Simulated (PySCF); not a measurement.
## Sc⁺ (scandium, charge +1) across methods

[Ar] 3d1 4s1, high-spin 3D determinant. Calculation: PySCF 2.14, in aug-cc-pwCVTZ-DK with one added diffuse shell each of s, p, d, f, g type (11s10p8d5f4g, 152 functions); the spin-free X2C one-electron Hamiltonian (Gaussian nucleus).

| method | E (hartree) | mean ε 3p β (eV) | mean ε 3d α (eV) | mean ε 4s α (eV) | Σ⟨r²⟩ (bohr²) | ⟨S²⟩ |
| --- | --- | --- | --- | --- | --- | --- |
| UHF | -763.08792 | -48.675 | -16.395 | -12.294 | 30.27 | 2.002 |
| PBE | -763.729 | -40.049 | -10.747 | -10.194 | 29.66 | 2.000 |
| LDA | -761.966 | -40.119 | -10.664 | -10.380 | 29.46 | 2.000 |

**Question.** Estimate the same row for PBE0.

**Answer.** E (hartree) = -763.766; mean ε 3p β (eV) = -42.499; mean ε 3d α (eV) = -12.280; mean ε 4s α (eV) = -10.817; Σ⟨r²⟩ (bohr²) = 29.64; ⟨S²⟩ = 2.001.
